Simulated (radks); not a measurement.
Results of a calculation; reference values are marked as such.
Question: Ionisation ladder of terbium, from Tb22+ to Tb43+. Each ion is in the ground configuration listed by NIST, and IE = E(next ion) - E(this ion). Level of theory: Dirac Kohn-Sham, PBE, spin-unpolarised, spherical densities, finite nucleus; open shells fill j = l - 1/2 first; Fermi nuclear charge, rms radius 5.06 fm (a radial shooting solver on a logarithmic mesh with Libxc functionals).

| species | configuration | IE, Delta-SCF (eV) | -e(HOMO) (eV) | HOMO | <r> HOMO (bohr) |
|---|---|---|---|---|---|
| Tb22+ | [Kr] 4d7 | ? | 713.25 | 4d5/2 | 0.551 |
| Tb23+ | [Kr] 4d6 | 774.56 | 753.95 | 4d5/2 | 0.545 |
| Tb24+ | [Kr] 4d5 | 816.18 | 795.27 | 4d5/2 | 0.539 |
| Tb25+ | [Kr] 4d4 | 867.53 | 846.09 | 4d3/2 | 0.527 |
| Tb26+ | [Kr] 4d3 | 910.80 | 889.06 | 4d3/2 | 0.522 |
| Tb27+ | [Kr] 4d2 | ? | 932.63 | 4d3/2 | 0.517 |
| Tb28+ | [Kr] 4d1 | 999.07 | 976.77 | 4d3/2 | 0.512 |
| Tb29+ | [Kr] | 1167.5 | 1145.2 | 4p3/2 | 0.512 |
| Tb30+ | [Ar] 3d10 4s2 4p5 | 1212.3 | 1189.9 | 4p3/2 | 0.508 |
| Tb31+ | [Ar] 3d10 4s2 4p4 | 1257.4 | 1234.8 | 4p3/2 | 0.504 |
| Tb32+ | [Ar] 3d10 4s2 4p3 | 1302.7 | 1280.0 | 4p3/2 | 0.501 |
| Tb33+ | [Ar] 3d10 4s2 4p2 | 1398.8 | 1375.1 | 4p1/2 | 0.479 |
| Tb34+ | [Ar] 3d10 4s2 4p1 | 1446.3 | 1422.5 | 4p1/2 | 0.476 |
| Tb35+ | [Ar] 3d10 4s2 | 1568.8 | 1545.0 | 4s1/2 | 0.475 |
| Tb36+ | [Ar] 3d10 4s1 | 1616.9 | 1592.7 | 4s1/2 | 0.472 |
| Tb37+ | [Ar] 3d10 | 2750.6 | 2697.4 | 3d5/2 | 0.211 |
| Tb38+ | [Ar] 3d9 | 2858.0 | 2804.1 | 3d5/2 | 0.209 |
| Tb39+ | [Ar] 3d8 | 2966.9 | 2912.2 | 3d5/2 | 0.207 |
| Tb40+ | [Ar] 3d7 | ? | 3021.8 | 3d5/2 | 0.205 |
| Tb41+ | [Ar] 3d6 | 3189.0 | 3132.9 | 3d5/2 | 0.203 |
| Tb42+ | [Ar] 3d5 | 3302.2 | 3245.3 | 3d5/2 | 0.202 |
| Tb43+ | [Ar] 3d4 | ? | 3400.4 | 3d3/2 | 0.196 |

Estimate the withheld Delta-SCF values.

Answer: Tb22+: 733.55 eV (NIST 732); Tb27+: 954.65 eV (NIST 954); Tb40+: 3077.2 eV (NIST 3078); Tb43+: 3458.8 eV (NIST 3458).

Beside tabulated values, note that spin-unpolarised runs miss the spin-polarisation part of the exchange energy of open shells.
